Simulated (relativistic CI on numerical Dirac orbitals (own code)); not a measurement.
Radial Dirac CI calculation of Ce III.

Command:

```sh
python run_levels.py task.json out
```

Input:

```
atom Ce  Z=58  charge=2  electrons=56
nucleus A=140  rms_radius_fm=4.8771
hamiltonian dirac-coulomb  breit=on  qed=on  c_scale=1
orbitals kli  potential=per-configuration
slater_scale 1
correlation none
mixing on
grid step=0.0125 r_max=129.75
scf mixing=0.4 start=green max_iterations=150 tolerance=2e-08 node_fill=0.05
configurations
  [Xe] 4f2
  [Xe] 4f 6s
  [Xe] 5d2
  [Xe] 4f 6p
  [Xe] 5d 6s
end
```

Output:

```
SCF 1: [Xe] 4f2
 iter      energy (Ha)   residual   last orbital (Ha)
    1     -8848.274686   1.68e+00     -1.93931
    2     -8859.152379   6.34e-01     -1.46683
    3     -8860.300461   2.05e-01     -1.39675
    4     -8860.444333   6.70e-02     -1.41888
    5     -8860.451127   1.31e-02     -1.41938
    6     -8860.450249   2.61e-03     -1.42459
    7     -8860.449728   5.73e-04     -1.42687
    8     -8860.449791   6.87e-05     -1.42744
    9     -8860.449786   2.15e-05     -1.42743
   10     -8860.449783   1.41e-06     -1.42744
   11     -8860.449783   2.70e-08     -1.42744
   12     -8860.449783   1.56e-08     -1.42744
SCF 2: [Xe] 4f 6s
 iter      energy (Ha)   residual   last orbital (Ha)
    1     -8850.033384   1.62e+00     -0.75869
    2     -8859.084628   6.52e-01     -0.66001
    3     -8860.344513   1.80e-01     -0.62795
    4     -8860.446808   4.83e-02     -0.62905
    5     -8860.447467   3.37e-02     -0.62776
    6     -8860.446284   4.73e-03     -0.62295
    7     -8860.446626   2.71e-04     -0.62339
    8     -8860.446675   3.38e-04     -0.62343
    9     -8860.446657   1.42e-05     -0.62337
   10     -8860.446656   1.67e-06     -0.62337
   11     -8860.446656   7.05e-08     -0.62337
   12     -8860.446656   7.89e-08     -0.62337
   13     -8860.446656   3.21e-10     -0.62337
SCF 3: [Xe] 5d2
 iter      energy (Ha)   residual   last orbital (Ha)
    1     -8850.868090   1.57e+00     -0.96104
    2     -8858.983468   6.50e-01     -0.75439
    3     -8860.268742   1.76e-01     -0.71278
      ... 20 steps not shown
SCF 5: [Xe] 5d 6s
 iter      energy (Ha)   residual   last orbital (Ha)
    1     -8851.035463   1.56e+00     -0.75869
    2     -8858.896077   6.52e-01     -0.67325
    3     -8860.192428   1.72e-01     -0.64745
    4     -8860.274414   1.68e-02     -0.65246
    5     -8860.272837   1.57e-02     -0.64552
    6     -8860.274196   7.97e-04     -0.64755
    7     -8860.274269   2.08e-04     -0.64771
    8     -8860.274263   2.80e-05     -0.64765
    9     -8860.274263   4.81e-06     -0.64763
   10     -8860.274263   1.05e-07     -0.64763
   11     -8860.274263   2.58e-08     -0.64763
   12     -8860.274263   4.32e-10     -0.64763
orbital energies (Ha): 4p3/2 -7.9838  4d3/2 -4.5809  4d5/2 -4.4629  5s -2.0681  5p1/2 -1.5205  5p3/2 -1.4274  4f5/2 -0.7145  4f7/2 -0.7040
configuration averages (Ha): Dirac-Coulomb, Breit, QED
  4f2                          -8860.449783    7.386539    4.927746
  4f 6s                        -8860.446656    7.390204    4.928580
  5d2                          -8860.355156    7.393744    4.928621
  4f 6p                        -8860.313739    7.390253    4.928255
  5d 6s                        -8860.274263    7.394295    4.929115
levels: no., configuration, term, J, E (cm-1), weight
   1 4f2                    3H   4                0.0  0.97
   2 4f2                    3H   5             1470.2  1.00
   3 4f2                    3H   6             3020.8  1.00
   4 4f2                    3F   2             3758.0  0.92
   5 4f2                    3F   3             4710.0  0.94
   6 4f2                    1G   4             4742.5  0.49
   7 4f2                    3F   4             6706.0  0.50
   8 4f 6s                  3F*  2             9858.4  1.00
   9 4f 6s                  3F*  3            10174.3  0.76
  10 4f 6s                  3F*  4            11997.2  1.00
  11 4f 6s                  1F*  3            12657.2  0.76
  12 4f2                    1D   2            13564.3  0.76
  13 4f2                    3P   0            17098.6  0.75
  14 4f2                    3P   1            17538.7  0.76
lowest total energy -8848.179471 Ha
end: converged
```

Against the reference input this run has: end of the grid at 129.75 bohr. The reference run ends at -8848.179471 Ha with Breit and QED terms. The change (end of the grid at 129.75 bohr) leaves the energy and the levels as they were.

With so few configurations and no correlation, terms lie too far apart (by 10 to 50 % or more near neutrality), their order can be wrong, and levels of other configurations are missing. Terms and fine structure of an open d or f shell near neutrality can be off by tens of per cent either way. Levels that differ in their count of f electrons can be misplaced by tens of thousands of cm⁻¹.

Run time about 0.71 s of CPU on one thread of Neoverse-N1 (shared host).
